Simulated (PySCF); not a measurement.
Structure with atom numbers: `[CH3:1][B:2]([CH3:3])[CH2:4][CH:5]=[C:6]([CH3:7])[CH3:8]`; H(Xn) means a hydrogen on atom n.

How the numbers were obtained: GIAO PBE0/pcSseg-1 shieldings, geometry from PBE0-D3(BJ)/def2-SVP, in PySCF 2.14 (no solvent model, one averaged value for each set of equivalent atoms, one computed conformer, non-relativistic).

δ = σ(ref) − σ, references computed at the same level: ¹³C against TMS.

Do the ¹³C shifts follow the atomic charges (in e)? Tabulate both.

Answers


| atoms | hybridisation | δ (ppm) | σ para (ppm) | Hirshfeld | IAO | Mulliken | ESP-fitted |
| --- | --- | --- | --- | --- | --- | --- | --- |
| C6 | sp2 | 135.7 | -213 | +0.00 | +0.00 | -0.43 | +0.40 |
| C5 | sp2 | 132.7 | -206 | -0.06 | -0.16 | -0.08 | -0.48 |
| C4 | sp3 | 36.1 | -105 | -0.14 | -0.41 | -0.40 | -0.26 |
| C7 | sp3 | 28.1 | -89 | -0.12 | -0.41 | -0.18 | -0.62 |
| C8 | sp3 | 18.1 | -82 | -0.12 | -0.42 | -0.18 | -0.48 |
| C1/C3 | sp3 | 15.0 | -85 | -0.20 | -0.57 | -0.51 | -0.76 |

Correlation coefficients of δ with charge over these carbons: Hirshfeld +0.89, IAO +0.95, Mulliken +0.18, ESP-fitted +0.66; with the paramagnetic shielding -1.00. Among the 4 sp3 carbons alone: Hirshfeld +0.43, IAO +0.69, Mulliken +0.13, ESP-fitted +0.75. With so few points, grouped by hybridisation, these coefficients are fragile. Charge is one influence among several: hybridisation and low-lying excitations act through the paramagnetic term.

A carbon bonded to boron is broadened by the quadrupolar boron nucleus and is often missing from a measured spectrum. Shifts are as computed. Against solution values, carbons near 30 ppm lie about +2 ppm off and those near 130 ppm about +5 ppm. Of 1309 compounds with measured shifts, 239 miss one by over three times the rms of a fit or turn the order of signals round; such compounds aren't used in these exercises.
